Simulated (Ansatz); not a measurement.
CrO2Cl2 (CrCl₂O₂), relaxed as a singlet with RKS r2SCAN-D4/def2-SVP in Ansatz, starting from the GFN2-xTB geometry. Force threshold 0.02 eV/Å.

The restricted singlet is unstable towards broken spin symmetry at other levels; at r2SCAN-D4/def2-SVP this wasn't settled.

Start:

```xyz
5

Cr   -0.034    0.121    0.107
O    -1.109    1.193   -0.211
O     0.706    0.225    1.466
Cl    1.358    0.169   -1.375
Cl   -0.921   -1.708    0.012
```

(1) Estimate the energy that the relaxation releases and the steps that it takes.

(2) Does the start keep its bonding and symmetry?

(3) Predict the relaxed structure.

Answers

(1) 0.26 eV, in 4 steps; 20 s on 4 threads of Arm Neoverse N1 on a shared host. No frequencies were taken in this run, so the end may be a saddle point.

(2) By distances, no bond broke or formed. The bond that changes most is Cr1–Cl5, from 2.03 to 2.12 Å (atoms count from 1). Point group C2v at the start, C2v at the end, both within 0.05 Å.

(3) 
```
atom   x (Å)   y (Å)   z (Å)
 Cr1  -0.025   0.087   0.077
  O2  -1.072   1.204  -0.134
  O3   0.647   0.288   1.454
 Cl4   1.448   0.217  -1.443
 Cl5  -0.999  -1.796   0.045
```
Bond lengths: 2 × Cr–O 1.54 Å; 2 × Cl–Cr 2.12 Å.
